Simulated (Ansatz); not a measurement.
Wavefunction ladder for CH7FO2Si2, SMILES `O[SiH](O)C[SiH2]F`

Cartesian coordinates in Å:
```
O -0.050 2.146 0.065
Si -0.801 0.818 0.662
O -0.080 0.218 2.014
C -0.737 -0.602 -0.541
Si 0.987 -1.170 -0.918
F 1.921 0.144 -1.056
H 0.822 2.001 -0.312
H -2.179 1.276 0.953
H 0.008 0.800 2.770
H -1.235 -0.300 -1.468
H -1.296 -1.448 -0.124
H 1.084 -1.883 -2.215
H 1.555 -2.001 0.168
```

The species carries charge 0 and has multiplicity 1. The structure was optimised at the PBE0-D4/def2-TZVP level. It is one conformer, not always the lowest. Frozen core, restricted reference, Ansatz. CBS rows extrapolate triple and quadruple zeta; past MP2 they add the triple-zeta difference.

| basis | HF (Eh) | MP2 corr. | CCSD corr. | (T) | CCSD(T) total |
| --- | --- | --- | --- | --- | --- |
| def2-TZVPP | -869.32845 | ? | -1.18846 | -0.04058 | ? |
| def2-QZVPP | ? | ? | – | – | – |
| CBS(def2) | -869.36570 | ? | -1.35329 | as TZ | ? |

Task: Fill in the withheld values. (Best estimate.)

Result: Ansatz gave: def2-TZVPP MP2 corr.: -1.14891; def2-TZVPP CCSD(T) total: -870.55749; def2-QZVPP HF (Eh): -869.36119; def2-QZVPP MP2 corr.: -1.24360; CBS(def2) MP2 corr.: -1.31374; CBS(def2) CCSD(T) total: -870.75957.
